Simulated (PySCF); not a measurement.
# Relaxation of singlet HSbS

These are results of PBE0 in PySCF with Sb def2-TZVP with ECP28, S def2-TZVP, H def2-TZVP; scalar-relativistic core potentials, no spin–orbit coupling; density-fitted integrals, not measurements. A (50,194) grid was used.

A hand-made bent start, of Cs symmetry, held to at least that symmetry:

```xyz
3
charge 0 multiplicity 1, angstrom
Sb    0.3771    0.0000   -0.2770
S    -1.4824    0.0000    1.0250
H     1.7860    0.0000    0.7096
```

Optimiser trace:
```
step  E − E(last) (kJ/mol)  largest gradient (Eh/bohr)
   0                 10.45                     0.02180
   1                  0.17                     0.00211
   2                  0.02                     0.00114
   3                  0.00                     0.00053
   4                  0.00                     0.00003
```

It ends at Cs with Sb–H 1.737 Å, Sb–S 2.220 Å; H–Sb–S 99.9°. A frequency run shows a minimum. Other isomers or separated fragments may lie lower.

Final geometry:
```xyz
3
charge 0 multiplicity 1, angstrom
Sb    0.3483    0.0000   -0.2996
S    -1.3696    0.0000    1.1068
H     1.6626    0.0000    0.8359
```

The relaxation took roughly 40 core-seconds on a shared host.
